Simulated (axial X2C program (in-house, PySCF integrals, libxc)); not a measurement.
# Excited states of IF by EOM-EE-CCSD

Calculated with an axial X2C code built on PySCF integrals: two-component X2C with atomic mean-field Coulomb and Gaunt terms, Gaussian nuclei, basis I dyall-acv3z, F dyall-av3z with contracted cores.

R = 1.915 Å (near the PBE0 minimum at charge 0 of the determinant lowest at the starting distance; the state shown can have its own minimum elsewhere).

Vertical excitation energies from the closed-shell determinant state of IF:

```csv
Ω,excitation (eV),cm⁻¹,hole of the leading pair,particle of the leading pair,weight of the pair (for Ω = 0 its time-reversed partner can hold as much again),singles weight
2,2.112,17037,"85% I pπ, 10% F pπ","60% I pσ, 14% F pσ, 13% I dσ",0.95,0.96
1,2.308,18614,"85% I pπ, 10% F pπ","60% I pσ, 14% F pσ, 13% I dσ",0.75,0.96
0⁻,2.696,21742,"82% I pπ, 12% F pπ","60% I pσ, 14% F pσ, 13% I dσ",0.48,0.96
0⁺,2.736,22067,"82% I pπ, 12% F pπ","60% I pσ, 14% F pσ, 13% I dσ",0.48,0.96
1,3.352,27039,"79% I pπ, 14% F pπ","61% I pσ, 14% F pσ, 13% I dσ",0.74,0.95
0⁻,6.814,54957,"43% F pπ, 33% F pσ, 10% I pσ","61% I pσ, 16% F pσ, 8% I dσ",0.46,0.93
1,6.826,55053,"40% F pπ, 35% F pσ, 11% I pσ","61% I pσ, 16% F pσ, 8% I dσ",0.69,0.93
2,6.852,55262,"87% F pπ, 9% I pπ","62% I pσ, 16% F pσ, 8% F sσ",0.91,0.92
0⁺,6.947,56033,"85% F pπ, 11% I pπ","62% I pσ, 16% F pσ, 8% F sσ",0.46,0.92
1,6.972,56236,"56% F pσ, 19% I pσ, 10% I sσ","61% I pσ, 17% F pσ, 9% I dσ",0.55,0.93
2,7.051,56872,"86% I pπ, 9% F pπ",89% I sσ,0.95,0.96
0⁻,7.051,56874,"42% F pπ, 30% F pσ, 11% I pσ","61% I pσ, 16% F pσ, 9% I dσ",0.45,0.93
```

This point took 58 s on 1 thread of Arm Neoverse V1, with other jobs on the host.

Reference electrons by ω block (each with its −ω partner): 1/2: 20, 3/2: 9, 5/2: 2. 14 electrons of IF correlated (inner shells frozen), 88 natural virtual spinors (a truncated set); levels can be off by some tenths of an eV. Roots sought by Ω: (0: 5, 1: 4, 2: 3, 3: 1); rows need 60 % singles weight and stop where some Ω has no more roots. Missing are any skipped roots, higher Ω and states of a further excitation; these come out far too high here and may in truth be low or lowest. T1 of the reference 0.015 (Lee–Taylor). Number of frozen shells: I 4 s, 3 p, 2 d; F 1 s.
